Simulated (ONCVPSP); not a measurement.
**Hf: one change to an ONCV potential, before and after**

- Element: hafnium (Hf)
- Generator: ONCVPSP 4.0.1
- Type: optimised norm-conserving Vanderbilt (ONCV)
- Functional: PW91
- Relativity: fully relativistic
- Frozen core: [Kr] 4d10 4f14
- Valence charge: 12
- Reference configuration: 5s2 5p6 5d2 6s1.5 (charge +0.5)
- Partial waves: 5s+6s: rc 2.20 bohr, ncon 4, nbas 8, qcut 4.6 1/bohr, 2 projectors; 5p: rc 1.75 bohr, ncon 3, nbas 7, qcut 8.7 1/bohr, 2 projectors, debl 3.5 Ha; 5d: rc 2.60 bohr, ncon 3, nbas 7, qcut 6.6 1/bohr, 2 projectors, debl 2.7 Ha
- Local potential: polynomial inside 1.35 bohr (lpopt 5, dvloc0 2 Ha)
- Core correction: Teter function fitted to the true core (icmod 2), fcfact 0.7

Open shells are filled in proportion to 2j + 1.

Change: local potential polynomial inside 1.20 bohr (lpopt 5, dvloc0 0 Ha).

Cutoffs: the cutoffs (Ha) at which the residual kinetic energy of the hardest occupied pseudo-wave falls to 1 and 0.1 mHa per electron; they do not see the model core or the augmentation charge, which bear on the density cutoff. Errors are all-electron minus pseudo energies relative to the spin-unpolarised reference configuration.

Problem. Predict the effect on cutoff, ghosts and configuration errors.

Solution. The potential gets neither clearly harder nor softer (23 Ha and 28 Ha → 23 Ha and 28 Ha); the lowest positive-energy flag moves from none to s at 44.3 eV; the errors of the 4 common tests hardly move; the range in which the s phases agree narrows (upper end 2.6 → 1.4); neither file shows a bound ghost.

```tsv
quantity	base	changed
cutoff, loose	23 Ha	23 Ha
cutoff, tight	28 Ha	28 Ha
bound ghosts	none	none
GHOST(+) flags under 300 eV	none	s at 44.3 eV
error for 5s2 5p6 5d2 6s2, meV [ΔE -3.28 eV]	0.0	0.0
error for 5s2 5p6 5d2 6s1, meV [ΔE 4.75 eV]	+0.3	+0.3
error for 5s2 5p6 5d2 6s0, meV [ΔE 18.98 eV]	+8.0	+8.2
error for 5s2 5p6 5d3 6s1, meV [ΔE -0.70 eV]	-3.6	-3.5
s: phases at 2.24 bohr within 0.05 rad from the reference energy up to (Ha; the scan ends near 5)	2.6	1.4
p3/2: phases at 1.78 bohr within 0.05 rad from the reference energy up to (Ha; the scan ends near 5)	to the end of the scan	to the end of the scan
p1/2: phases at 1.78 bohr within 0.05 rad from the reference energy up to (Ha; the scan ends near 5)	to the end of the scan	to the end of the scan
d5/2: phases at 2.64 bohr within 0.05 rad from the reference energy up to (Ha; the scan ends near 5)	to the end of the scan	to the end of the scan
d3/2: phases at 2.64 bohr within 0.05 rad from the reference energy up to (Ha; the scan ends near 5)	to the end of the scan	to the end of the scan
rms error of d²Exc/dni dnj with the model core, mHa	3.17	3.17
```
